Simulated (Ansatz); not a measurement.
Program: Ansatz. Geometries: PBE0-D4/def2-TZVP. ΔE: electronic, gas phase. CCSD(T)/CBS adds triple-zeta CCSD(T) − MP2 to the extrapolated MP2 energy (def2 sets, frozen cores). This one scheme is used for every species. DFT in def2-TZVPP. For Br, Mg outer-core shells are correlated without core-valence functions, which leaves a few kJ/mol of doubt a bond. Scalar relativity is left out up to krypton. Each species was taken in one conformer, which may not be the lowest.

Reaction (ligand exchange at a Mg–Br bond): `[Cl][Mg][Br]` + `[SiH3]N[SiH3]` → `[SiH3][N]([SiH3])[Mg][Cl]` + HBr

```json
{"level": "LC-ωPBE", "ΔE (kJ/mol)": "119.4"}
{"level": "RPA@PBE/def2-TZVPP", "ΔE (kJ/mol)": "96.7"}
```

**Question.** What does CCSD(T)/CBS give? (An estimate is asked.)

**Answer.** The calculation gave: +106.8 kJ/mol. The listed levels differ from it by 12.6, -10.1 kJ/mol.

Largest T1 diagnostic among the species: 0.010.

From BLYP to BHLYP (50 % exact exchange), in def2-TZVPP and without D4, ΔE moves by +13.5 kJ/mol. The D4 term adds −7.5 kJ/mol with B3LYP and −4.3 kJ/mol with PBE0; it sums over pairs of atoms, weighted by their polarisabilities, and B3LYP, whose exchange is more repulsive, gets the larger term.

B3LYP here is the variant with VWN-RPA as its local correlation; programs differ in this.
